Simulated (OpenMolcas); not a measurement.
Nb2+: CASPT2 settings compared

```json
{
 "Program": "OpenMolcas 26.06",
 "Basis": "ANO-RCC-VDZ [6s5p3d]",
 "Scalar Hamiltonian": "X2C, point nucleus",
 "Active space": "3 electrons in 5 orbitals (4d)",
 "State averaging": "2S+1 = 4 even, 10 roots; 2S+1 = 2 even, 40 roots kept (CI in the orbitals of an earlier block)",
 "Spin-orbit coupling": "RASSI with atomic mean-field integrals over the reference wave functions, term energies averaged over their components"
}
```

Methods on the same reference wave functions:
A. CASSCF
B. SS-CASPT2, IPEA 0 Eh, sigma2 regulariser 0.4 Eh (closed shells correlated: 4s 4p)
C. SS-CASPT2, IPEA 0.3 Eh, real shift 0.25 Eh (closed shells correlated: none)
D. MS-CASPT2, IPEA 0 Eh, sigma2 regulariser 0.4 Eh (closed shells correlated: 4s 4p)
E. XMS-CASPT2, IPEA 0.5 Eh, no level shift (closed shells correlated: 3d 4s 4p)

Energies in cm-1 above 4d3 4F 3/2, the measured ground level; measured values from the list in Shadmi, J. Res. Natl. Bur. Stand. 70A, 435 (1966).

```tsv
Level	A	B	C	D	E	Measured
4d3 4F 3/2	0.0	0.0	0.0	0.0	0.0	0.0
4d3 4F 5/2	530	544	534	545	543	516
4d3 4F 7/2	1222	1242	1227	1244	1241	1177
4d3 4F 9/2	2037	2050	2040	2050	2050	1939
4d3 4P 1/2	11194	9470	10990	9410	9430	8664
4d3 4P 3/2	11290	9580	11060	9430	9430	8608
4d3 2G 7/2	11952	11050	11430	11060	11520	9236
4d3 4P 5/2	12036	10280	11850	10280	10320	9594
4d3 2G 9/2	12524	11680	12010	11710	12170	9804
4d3 2P 1/2	15639	14850	14910	12800	12410	
4d3 2H 9/2	15847	15530	15320	16070	16460	12916
4d3 2H 11/2	16193	15920	15670	16500	16880	13264
4d3 2D 5/2(1)	17674	14290	16540	14300	14840	13094
4d3 2F 7/2	26335	23820	25310	23820	24230	19861
4d3 2F 5/2	26602	24070	25570	24070	24480	19975
4d3 2D 5/2(2)	41039	35100	38710	35100	35670	
4d3 2D 3/2(2)	41350	35390	39010	35480	36060
```

Deviations, from unrounded energies. A percentage is the sum of absolute deviations over the sum of measured energies, with the sign that they share, or ± where signs differ.

| Against measurement | Levels | A | B | C | D | E |
| --- | --- | --- | --- | --- | --- | --- |
| mean absolute deviation (cm-1) | 13 | 2800 | 1600 | 2400 | 1700 | 1900 |
| fine structure of the ground term (%) | 3 | +4.3 | +5.7 | +4.7 | +5.9 | +5.7 |
| other terms of the ground configuration (%) | 10 | +29.3 | +16.5 | +24.6 | +17.3 | +19.8 |

B, D lie about equally close to measurement and A furthest from it. The largest miss of B in the table is 4d3 2F 5/2, by +4100 cm-1. The ranking rests on the paired levels alone, and a cruder setting can come out closer through cancelling errors.

Among B to E the level of the table that moves most is 4d3 2D 3/2(2), by 3600 cm-1 (lowest in B, highest in C). Moves below CASPT2's spread within the term are not significant.

The mean deviations of B to E differ by less than CASPT2's widest spread within a term (1400 cm-1), so their order carries little weight.

From A to B the spin-free energies of the other terms of 4d3 shown, above 4F, scale by factors of 0.79 to 0.98.

The lowest spin-free term lies below A's lowest term by 0.095 hartree in B, 0.004 hartree in C, 0.095 hartree in D, 0.103 hartree in E.

Term energies are means over components that CASPT2 splits; among the terms shown or strongly mixed into the levels shown the widest spread is 1400 cm-1 (4d3 2H, B). Levels of configurations with an s electron are missing; early in the row they begin among the upper levels of the d shell and mix with terms of their name. Terms from blocks run as CI alone lack orbitals of their own. Without dynamic correlation excited terms often stand tens of per cent too high (terms of higher spin than the ground term too low), and those without a measured partner can miss by more than the paired ones (holds for A). The CASPT2 spread within a term exceeds the gap to the next term for 4d3 2P and 4d3 2H, so the order of their levels is uncertain (holds for B; C). Some terms miss by over 15 % even with CASPT2, which points to a basis or an active space too small for the shells correlated (holds for B; C; D; E). Some levels mix across a computed gap that differs much from the measured one, so their mixing is not that of the real levels (holds for D; E). Measured partners are found by configuration, term and J. A level has none where our copy of the source lacks it or the pairing is in doubt (some pairs that miss far off the trend of their configuration count as doubtful), and it then counts in no deviation. Only configurations of the active space appear. Levels that lie high or do not pair safely by name in every column are left out.

A number in round brackets counts repeated terms of one configuration in the order of the reference energies.
